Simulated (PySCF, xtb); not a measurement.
CH₆BeOSSi, SMILES C[S][Be][O][SiH3].

GFN2-xTB (xtb) at its own geometry gives an orbital gap of 3.94 eV and a dipole moment of 3.02 D.

The structure is a stationary point at PBE-D3(BJ)/def2-SVP. The structure was generated by enumeration; whether it is a known compound was not checked. One conformer was computed; it need not be the lowest.

What does PySCF with B3LYP/def2-TZVP give? (An estimate is asked for; the answer gives what the named calculation found.)

gap 6.00 eV (levels -6.67 and -0.67 eV), dipole 1.40 D.
